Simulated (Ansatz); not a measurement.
Relaxation of CH₆OSn⁺, that is Sn(OMe)H3 with one electron fewer with UKS r2SCAN-D4/def2-TZVP.

```sh
$ ansatz run in.yaml --threads 4 --pin off --events-out ev --progress --plain --max-ram 3916MiB
```

```yaml
crystal:
  periodic: [false, false, false]
  atoms:
    - {symbol: Sn, position_ang: [-0.375439, 0.603338, -1.276840]}
    - {symbol: O, position_ang: [-0.334822, 0.553440, 0.696367]}
    - {symbol: C, position_ang: [0.330952, -0.530167, 1.313942]}
    - {symbol: H, position_ang: [-0.117929, -1.501275, 1.056955]}
    - {symbol: H, position_ang: [0.253806, -0.402080, 2.397797]}
    - {symbol: H, position_ang: [1.399479, -0.569760, 1.054697]}
    - {symbol: H, position_ang: [1.246230, 0.636881, -1.817724]}
    - {symbol: H, position_ang: [-1.234684, 2.026517, -1.620302]}
    - {symbol: H, position_ang: [-1.167584, -0.816893, -1.804883]}
basis:
  gaussian: {orbitals: def2-TZVP}
total_charge: 1
magnetization: {spin_polarized: true, initial_magnetization: 1}
hamiltonian: {xc: r2scan, dispersion: d4}
scf: {lower_state_search: "off"}
output: {orbitals: {seedname: orbitals}}
relax: {f_tol: 0.02, max_steps: 100}
```

It took 4.3 min on 4 threads of Intel Xeon on a shared host.

Positions (Å) and forces (eV/Å) at steps 1, 2, 3, 4, 5, 7, 9, 10, 11, 12, 13, 14, 15, 16, 17, 18, 19, 20, 21, 22, 25, 28, 31, 32 of 32:

```xyz
9
step=1 energy=-9004.9286 eV
Sn   -0.375    0.603   -1.277   -0.483    0.787   -2.708
O    -0.335    0.553    0.696    0.672   -1.085    1.459
C     0.331   -0.530    1.314   -0.357    0.569    1.440
H    -0.118   -1.501    1.057   -0.037    0.009   -0.434
H     0.254   -0.402    2.398   -0.025    0.048   -0.135
H     1.399   -0.570    1.055    0.012    0.040   -0.431
H     1.246    0.637   -1.818    0.036   -0.136    0.286
H    -1.235    2.027   -1.620    0.081   -0.136    0.239
H    -1.168   -0.817   -1.805    0.101   -0.096    0.285
9
step=2 energy=-9005.2142 eV
Sn   -0.422    0.681   -1.445    0.250   -0.425   -0.812
O    -0.301    0.498    0.606    0.435   -0.699    1.213
C     0.335   -0.536    1.324   -0.391    0.622    0.132
H    -0.101   -1.509    1.036    0.027    0.002   -0.148
H     0.229   -0.364    2.398   -0.030    0.050   -0.156
H     1.399   -0.586    1.036   -0.009   -0.020   -0.150
H     1.288    0.572   -1.706   -0.469    0.176   -0.024
H    -1.295    2.126   -1.557    0.123   -0.199   -0.031
H    -1.131   -0.882   -1.693    0.065    0.493   -0.024
9
step=3 energy=-9005.3112 eV
Sn   -0.409    0.658   -1.483    0.122   -0.209   -0.218
O    -0.283    0.467    0.652    0.248   -0.399    0.394
C     0.342   -0.548    1.382   -0.346    0.553   -0.149
H    -0.087   -1.520    1.077    0.039   -0.058   -0.049
H     0.231   -0.367    2.451    0.002   -0.004   -0.054
H     1.402   -0.602    1.077    0.038   -0.059   -0.051
H     1.264    0.647   -1.787   -0.106    0.030    0.032
H    -1.273    2.090   -1.598   -0.021    0.038    0.063
H    -1.187   -0.826   -1.771    0.025    0.108    0.032
9
step=4 energy=-9005.3242 eV
Sn   -0.397    0.637   -1.505   -0.021    0.033    0.041
O    -0.280    0.462    0.655    0.064   -0.101    0.057
C     0.335   -0.537    1.383   -0.191    0.301   -0.116
H    -0.084   -1.512    1.068    0.040   -0.083    0.017
H     0.224   -0.357    2.450    0.029   -0.047    0.017
H     1.395   -0.599    1.069    0.059   -0.071    0.016
H     1.267    0.656   -1.789    0.028   -0.007   -0.017
H    -1.262    2.075   -1.560   -0.001    0.002    0.002
H    -1.197   -0.825   -1.773   -0.007   -0.027   -0.017
9
step=5 energy=-9005.3243 eV
Sn   -0.402    0.644   -1.523    0.002   -0.003    0.027
O    -0.263    0.432    0.628   -0.028    0.050    0.021
C     0.334   -0.536    1.391   -0.034    0.045    0.044
H    -0.068   -1.529    1.115    0.012   -0.090   -0.100
H     0.211   -0.338    2.451   -0.045    0.075    0.135
H     1.404   -0.616    1.118    0.075   -0.047   -0.100
H     1.259    0.669   -1.829    0.026   -0.006   -0.017
H    -1.267    2.084   -1.539    0.000    0.001    0.006
H    -1.207   -0.811   -1.812   -0.007   -0.026   -0.016
9
step=7 energy=-9005.3276 eV
Sn   -0.399    0.639   -1.510   -0.001    0.001    0.004
O    -0.274    0.452    0.646    0.006   -0.005    0.004
C     0.330   -0.529    1.388   -0.020    0.020   -0.002
H    -0.069   -1.519    1.085    0.004   -0.008    0.000
H     0.215   -0.345    2.455    0.004   -0.004   -0.004
H     1.396   -0.611    1.089    0.008   -0.004    0.000
H     1.264    0.657   -1.815    0.000   -0.001    0.000
H    -1.263    2.079   -1.540   -0.001    0.001   -0.002
H    -1.200   -0.821   -1.798    0.001    0.000    0.000
9
step=9 energy=-9005.3281 eV
Sn   -0.406    0.634   -1.505   -0.004   -0.009   -0.012
O    -0.247    0.479    0.649    0.026    0.029    0.101
C     0.318   -0.528    1.384    0.000   -0.099   -0.154
H    -0.038   -1.514    1.035   -0.038   -0.065   -0.020
H     0.191   -0.382    2.453   -0.038    0.105    0.073
H     1.398   -0.581    1.117    0.061    0.035    0.024
H     1.258    0.636   -1.811   -0.014    0.001   -0.007
H    -1.256    2.082   -1.555    0.000    0.004    0.002
H    -1.219   -0.824   -1.766    0.006    0.000   -0.007
9
step=10 energy=-9005.3277 eV rejected
Sn   -0.400    0.639   -1.510   -0.004   -0.004    0.002
O    -0.268    0.456    0.645    0.013    0.008   -0.002
C     0.329   -0.530    1.387   -0.041   -0.005    0.028
H    -0.065   -1.521    1.076    0.025    0.009   -0.005
H     0.208   -0.351    2.454    0.006   -0.001   -0.010
H     1.399   -0.605    1.098    0.002   -0.009   -0.009
H     1.262    0.654   -1.818   -0.002    0.000    0.000
H    -1.262    2.080   -1.541    0.001   -0.001   -0.001
H    -1.203   -0.822   -1.791    0.002    0.002   -0.003
9
step=11 energy=-9005.3302 eV
Sn   -0.410    0.632   -1.502   -0.004   -0.011   -0.019
O    -0.229    0.491    0.650    0.042    0.029    0.109
C     0.315   -0.530    1.382   -0.023   -0.148   -0.194
H    -0.028   -1.512    1.012   -0.024   -0.038   -0.005
H     0.175   -0.396    2.451   -0.031    0.115    0.068
H     1.403   -0.569    1.137    0.051    0.045    0.041
H     1.252    0.629   -1.818   -0.014    0.002   -0.005
H    -1.253    2.083   -1.558   -0.003    0.001    0.006
H    -1.226   -0.827   -1.754    0.005    0.005   -0.002
9
step=12 energy=-9005.3326 eV
Sn   -0.415    0.626   -1.503   -0.009   -0.027    0.015
O    -0.184    0.522    0.646    0.045   -0.053    0.289
C     0.300   -0.536    1.371    0.166   -0.153   -0.491
H    -0.004   -1.508    0.954   -0.065   -0.035    0.014
H     0.142   -0.437    2.441   -0.117    0.209    0.131
H     1.405   -0.531    1.183    0.003    0.036    0.102
H     1.248    0.613   -1.825   -0.048    0.001   -0.023
H    -1.248    2.084   -1.564    0.002   -0.004   -0.010
H    -1.245   -0.834   -1.702    0.022    0.024   -0.028
9
step=13 energy=-9005.3392 eV
Sn   -0.413    0.627   -1.507   -0.053   -0.087    0.035
O    -0.141    0.532    0.636    0.067   -0.061    0.301
C     0.295   -0.551    1.359    0.298   -0.021   -0.455
H    -0.013   -1.512    0.931    0.036   -0.015    0.004
H     0.112   -0.450    2.428   -0.129    0.196    0.107
H     1.418   -0.508    1.236   -0.205   -0.075    0.096
H     1.247    0.618   -1.860   -0.084    0.001   -0.014
H    -1.255    2.081   -1.556    0.014    0.000   -0.020
H    -1.250   -0.837   -1.665    0.056    0.063   -0.055
9
step=14 energy=-9005.3482 eV
Sn   -0.430    0.622   -1.495    0.011   -0.104   -0.041
O    -0.061    0.555    0.634   -0.054   -0.076    0.203
C     0.302   -0.556    1.351    0.511   -0.088   -0.392
H     0.003   -1.507    0.887    0.082    0.121    0.113
H     0.052   -0.462    2.415   -0.031    0.152   -0.044
H     1.443   -0.503    1.322   -0.503   -0.122    0.131
H     1.221    0.612   -1.891   -0.086    0.004   -0.008
H    -1.261    2.082   -1.558   -0.002    0.009    0.019
H    -1.269   -0.843   -1.665    0.073    0.103    0.018
9
step=15 energy=-9005.3585 eV
Sn   -0.431    0.629   -1.508   -0.038   -0.099    0.000
O    -0.053    0.534    0.619    0.122    0.036    0.034
C     0.319   -0.561    1.351    0.110   -0.185   -0.016
H     0.007   -1.520    0.912    0.153    0.148    0.070
H     0.025   -0.429    2.406    0.110    0.037   -0.157
H     1.456   -0.528    1.367   -0.460   -0.015    0.052
H     1.210    0.624   -1.937   -0.047    0.011    0.010
H    -1.268    2.086   -1.532    0.005    0.003    0.009
H    -1.264   -0.836   -1.679    0.043    0.066   -0.002
9
step=16 energy=-9005.3712 eV
Sn   -0.444    0.625   -1.522    0.018    0.033    0.109
O     0.025    0.545    0.590    0.086   -0.200    0.143
C     0.325   -0.564    1.344    0.198   -0.014   -0.179
H     0.051   -1.522    0.887   -0.065    0.127    0.085
H    -0.033   -0.412    2.377    0.020   -0.012   -0.104
H     1.446   -0.553    1.470   -0.255    0.105    0.017
H     1.185    0.629   -1.978    0.007    0.012   -0.046
H    -1.278    2.086   -1.503    0.009   -0.017   -0.010
H    -1.276   -0.833   -1.666   -0.017   -0.035   -0.014
9
step=17 energy=-9005.3790 eV
Sn   -0.440    0.622   -1.513    0.022    0.060    0.015
O     0.079    0.548    0.586    0.072   -0.246    0.094
C     0.332   -0.571    1.342    0.197    0.156   -0.138
H     0.053   -1.520    0.879   -0.055    0.041    0.041
H    -0.072   -0.410    2.358   -0.020   -0.017   -0.049
H     1.439   -0.560    1.542   -0.201    0.056   -0.022
H     1.165    0.648   -2.053   -0.010   -0.003    0.016
H    -1.281    2.079   -1.483    0.001   -0.007    0.019
H    -1.276   -0.835   -1.658   -0.005   -0.040    0.024
9
step=18 energy=-9005.3774 eV rejected
Sn   -0.441    0.636   -1.546   -0.057   -0.134   -0.012
O     0.186    0.460    0.497    0.031    0.165    0.134
C     0.353   -0.590    1.352   -0.259   -0.143   -0.092
H     0.013   -1.562    0.986    0.057    0.073   -0.048
H    -0.119   -0.323    2.323    0.060    0.064   -0.056
H     1.425   -0.588    1.631    0.145   -0.043    0.100
H     1.137    0.731   -2.148    0.014    0.005   -0.014
H    -1.304    2.076   -1.399    0.008   -0.022    0.023
H    -1.250   -0.840   -1.696    0.001    0.035   -0.035
9
step=19 energy=-9005.3869 eV
Sn   -0.441    0.620   -1.521    0.020    0.014    0.031
O     0.149    0.535    0.550    0.019   -0.093    0.055
C     0.343   -0.574    1.329    0.092    0.127   -0.002
H     0.036   -1.521    0.885   -0.004   -0.023   -0.010
H    -0.114   -0.379    2.321    0.011   -0.002   -0.041
H     1.429   -0.573    1.601   -0.114   -0.019   -0.007
H     1.153    0.670   -2.092   -0.030    0.006   -0.011
H    -1.293    2.070   -1.426    0.002   -0.014   -0.015
H    -1.263   -0.849   -1.646    0.005    0.003    0.001
9
step=20 energy=-9005.3876 eV
Sn   -0.438    0.615   -1.518    0.053    0.064    0.002
O     0.221    0.523    0.530   -0.016    0.017    0.016
C     0.344   -0.578    1.325    0.073   -0.047   -0.023
H     0.011   -1.521    0.888   -0.042    0.035    0.012
H    -0.136   -0.349    2.299   -0.053    0.009   -0.004
H     1.407   -0.625    1.650    0.027    0.016   -0.006
H     1.128    0.744   -2.148   -0.004   -0.060   -0.011
H    -1.299    2.059   -1.432   -0.041   -0.021    0.040
H    -1.237   -0.868   -1.594    0.004   -0.013   -0.026
9
step=21 energy=-9005.3911 eV
Sn   -0.428    0.626   -1.516    0.015   -0.004   -0.062
O     0.271    0.518    0.515   -0.021   -0.009    0.037
C     0.351   -0.577    1.323    0.023   -0.031    0.079
H    -0.003   -1.518    0.896    0.000    0.053   -0.013
H    -0.164   -0.326    2.279    0.005    0.015   -0.074
H     1.400   -0.638    1.692   -0.014   -0.004   -0.022
H     1.120    0.734   -2.196   -0.032    0.011    0.021
H    -1.329    2.045   -1.382    0.029   -0.022    0.027
H    -1.217   -0.863   -1.612   -0.005   -0.009    0.007
9
step=22 energy=-9005.3889 eV rejected
Sn   -0.422    0.614   -1.521   -0.028    0.025    0.024
O     0.279    0.519    0.514    0.158    0.104   -0.026
C     0.357   -0.573    1.328   -0.319   -0.100   -0.109
H    -0.039   -1.492    0.887    0.094   -0.008    0.124
H    -0.169   -0.299    2.272    0.053   -0.041   -0.011
H     1.400   -0.668    1.689    0.040    0.040   -0.001
H     1.114    0.758   -2.212    0.010   -0.002    0.010
H    -1.328    2.025   -1.348   -0.004   -0.011   -0.006
H    -1.194   -0.883   -1.608   -0.005   -0.008   -0.005
9
step=25 energy=-9005.3930 eV
Sn   -0.420    0.616   -1.522    0.010    0.001   -0.001
O     0.323    0.511    0.497    0.013   -0.011    0.003
C     0.353   -0.575    1.324   -0.027    0.003    0.012
H    -0.036   -1.501    0.898    0.009    0.003    0.009
H    -0.187   -0.284    2.254    0.017   -0.005   -0.015
H     1.387   -0.672    1.718   -0.016    0.009   -0.013
H     1.105    0.771   -2.237   -0.008    0.001    0.002
H    -1.333    2.018   -1.324    0.000   -0.003    0.002
H    -1.191   -0.884   -1.608    0.002    0.002    0.000
9
step=28 energy=-9005.3935 eV
Sn   -0.407    0.610   -1.530    0.017   -0.005    0.001
O     0.375    0.489    0.473   -0.021   -0.024    0.009
C     0.342   -0.574    1.330   -0.015    0.014   -0.011
H    -0.107   -1.488    0.936    0.011    0.031    0.000
H    -0.170   -0.222    2.255    0.018   -0.007   -0.009
H     1.372   -0.722    1.716   -0.001   -0.009    0.010
H     1.094    0.830   -2.273   -0.008    0.002   -0.002
H    -1.357    1.982   -1.276    0.002   -0.007    0.001
H    -1.143   -0.906   -1.631   -0.003    0.005    0.000
9
step=31 energy=-9005.3921 eV rejected
Sn   -0.402    0.608   -1.534    0.032   -0.014   -0.006
O     0.375    0.487    0.470   -0.030    0.018    0.031
C     0.328   -0.567    1.332    0.123   -0.077   -0.033
H    -0.124   -1.480    0.942   -0.090    0.021    0.019
H    -0.141   -0.208    2.273   -0.074    0.009    0.007
H     1.360   -0.743    1.704    0.053    0.037   -0.018
H     1.096    0.847   -2.276   -0.009    0.001   -0.004
H    -1.364    1.968   -1.271   -0.005    0.007    0.005
H    -1.129   -0.911   -1.641    0.000   -0.001   -0.001
9
step=32 energy=-9005.3939 eV
Sn   -0.401    0.607   -1.532    0.001   -0.001   -0.002
O     0.374    0.489    0.473    0.003   -0.010    0.009
C     0.334   -0.571    1.333   -0.007    0.009   -0.003
H    -0.137   -1.475    0.946    0.000    0.005    0.004
H    -0.146   -0.209    2.270    0.002   -0.005   -0.005
H     1.369   -0.742    1.698    0.000    0.002   -0.004
H     1.097    0.848   -2.275    0.001    0.001    0.000
H    -1.365    1.967   -1.272   -0.001    0.000    0.001
H    -1.125   -0.913   -1.640    0.000    0.000    0.001
```

In the def2 sets Sn takes a core potential; there is no spin–orbit coupling.
